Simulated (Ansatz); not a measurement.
Computed with Ansatz on PBE0-D4/def2-TZVP structures; ΔE is electronic, products minus reactants. CCSD(T)/CBS is the MP2 limit (def2-TZVPP, def2-QZVPP) plus CCSD(T) − MP2 in def2-TZVPP, frozen cores. DFT in def2-TZVPP. def2 core potentials past Kr. For Ge, Te outer-core shells are correlated without core-valence functions, which leaves a few kJ/mol of doubt a bond. Scalar relativity is left out up to krypton. One conformer a species, not always the lowest.

Consider the ligand exchange at a Ge–O bond: `[GeH3][O]C[TeH]` + dimethylamine → `C[N](C)[GeH3]` + `OC[TeH]`.

```
        level  ΔE (kJ/mol)
    r2SCAN-D4         19.3
          PBE         18.0
       r2SCAN         19.8
HF/def2-TZVPP         34.1
```

Q: What does CCSD(T)/CBS give? (Best estimate.)

A: Computed: +18.2 kJ/mol. The listed levels differ from it by 1.1, -0.2, 1.6, 15.9 kJ/mol.

Largest T1 diagnostic among the species: 0.012.

The D4 term adds −3.8 kJ/mol with B3LYP and −1.9 kJ/mol with PBE0; it sums over pairs of atoms, weighted by their polarisabilities, and B3LYP, whose exchange is more repulsive, gets the larger term. In def2-TZVPP, CCSD(T) changes the Hartree–Fock value by −14.4 kJ/mol (the triples alone add −1.9 kJ/mol) and MP2 by −15.9 kJ/mol.

B3LYP here is the variant with VWN-RPA as its local correlation; programs differ in this.
